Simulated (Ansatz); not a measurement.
Geometry optimisation, UKS BLYP/def2-SVP in Ansatz.

Input:

```yaml
crystal:
  periodic: [false, false, false]
  atoms:
    - { symbol: Si, position_ang: [-0.858954, -1.213595, 0.478153] }
    - { symbol: "N", position_ang: [0.576345, -0.705401, 1.413625] }
    - { symbol: H, position_ang: [-0.509055, -2.584519, -0.01468] }
    - { symbol: H, position_ang: [-1.976919, -1.167086, 1.460151] }
    - { symbol: O, position_ang: [-1.467507, -0.331341, -0.830409] }
    - { symbol: H, position_ang: [1.195982, 0.850895, -0.200193] }
    - { symbol: As, position_ang: [0.622179, 1.476315, -1.453696] }
    - { symbol: H, position_ang: [0.564886, 0.177429, 1.933251] }
    - { symbol: H, position_ang: [1.517622, -0.901151, 1.05857] }
    - { symbol: H, position_ang: [-1.111052, -0.552045, -1.712478] }
    - { symbol: H, position_ang: [1.746637, 2.549508, -1.495761] }
    - { symbol: H, position_ang: [-0.300164, 2.400991, -0.636533] }
magnetization:
  spin_polarized: true
basis:
  gaussian: { orbitals: def2-SVP }
hamiltonian:
  xc: blyp
relax:
  f_tol: 0.03
  max_steps: 50
```

Command:

```bash
$ ansatz run input.yaml --threads 4 --pin off --max-ram 5120MiB --backend cpu --events-out ev --progress --plain --runs-dir out
```

Problem. Where does it end, and by what steps?

Solution. The run converged. The force dipped under the threshold on the way, but the program's further checks kept it going. After 15 steps the energy has fallen by 0.318 eV; H6 moved furthest, 0.65 Å.

| step | energy less start (eV) | largest force component (eV/Å) | accepted |
| --- | --- | --- | --- |
| 0 | 0.0000 | 0.899 | yes |
| 1 | -0.1983 | 0.419 | yes |
| 2 | -0.2757 | 0.238 | yes |
| 3 | -0.2976 | 0.319 | yes |
| 4 | -0.2936 | 0.843 | no |
| 5 | -0.3092 | 0.195 | yes |
| 6 | -0.3137 | 0.077 | yes |
| 7 | -0.3154 | 0.027 | yes |
| 8 | -0.3163 | 0.022 | yes |
| 9 | -0.3163 | 0.097 | no |
| 10 | -0.3168 | 0.014 | yes |
| 11 | -0.3171 | 0.062 | yes |
| 12 | -0.3171 | 0.068 | yes |
| 13 | -0.3175 | 0.043 | yes |
| 14 | -0.3171 | 0.071 | no |
| 15 | -0.3176 | 0.011 | yes |

```xyz
12
Properties=species:S:1:pos:R:3
Si -0.971 -1.423 0.634
N 0.497 -1.072 1.501
H -0.875 -2.874 0.261
H -2.114 -1.112 1.539
O -1.312 -0.504 -0.753
H 1.325 1.478 -0.322
As 0.753 1.927 -1.684
H 0.617 -0.180 1.989
H 1.401 -1.434 1.184
H -0.800 -0.727 -1.553
H 1.771 3.089 -1.789
H -0.293 2.833 -1.006
```

Whether the end is a true minimum wasn't checked by a vibrational analysis.

Run time: 58 s on 4 threads of Arm Neoverse N1, with other jobs on the host, peak memory 0.21 GiB.
